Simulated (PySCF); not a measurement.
C4H4BN, SMILES C#CB(N)C#C.

Geometry optimised at PBE-D3(BJ)/def2-SVP. This is a generated structure with no PubChem entry under its InChIKey; it may be hypothetical. The values are those of a single conformer.

These are PBE-D3(BJ)/def2-SVP (PySCF) values and carry that method's errors.

Harmonic, unscaled wavenumbers; measured fundamentals usually lie a few per cent lower.

| mode | ν (cm⁻¹) | IR (km/mol) | moving atoms (share of kinetic energy) |
|---|---|---|---|
| 1 | 112 | 1.0 | C 65 %, H 18 %, N 10 % |
| 2 | 184 | 16.8 | C 56 %, H 21 %, B 16 % |
| 3 | 205 | 3.4 | C 46 %, N 27 %, H 24 % |
| 4 | 280 | 0.0 | C 79 %, H 21 % |
| 5 | 421 | 1.2 | C 70 %, H 20 %, N 9 % |
| 6 | 490 | 5.8 | C 90 % |
| 7 | 522 | 124.0 | H 78 %, N 16 % |
| 8 | 628 | 0.0 | H 93 % |
| 9 | 629 | 39.7 | B 66 %, C 25 % |
| 10 | 641 | 7.1 | C 52 %, N 32 %, H 8 % |
| 11 | 664 | 22.1 | H 76 %, C 24 % |
| 12 | 666 | 52.1 | H 76 %, C 24 % |
| 13 | 703 | 0.0 | H 75 %, C 25 % |
| 14 | 704 | 64.0 | H 76 %, C 24 % |
| 15 | 830 | 1.0 | H 61 %, N 16 %, C 13 %, B 9 % |
| 16 | 1171 | 220.6 | B 69 %, H 14 %, C 11 % |
| 17 | 1332 | 83.1 | B 60 %, H 26 %, N 12 % |
| 18 | 1537 | 149.7 | H 68 %, N 22 %, B 9 % |
| 19 | 2108 | 21.7 | C 90 %, H 9 % |
| 20 | 2114 | 71.1 | C 89 %, H 9 % |
| 21 | 3396 | 68.9 | H 86 %, C 14 % |
| 22 | 3396 | 22.2 | H 86 %, C 14 % |
| 23 | 3515 | 55.2 | H 96 % |
| 24 | 3627 | 32.4 | H 91 %, N 9 % |
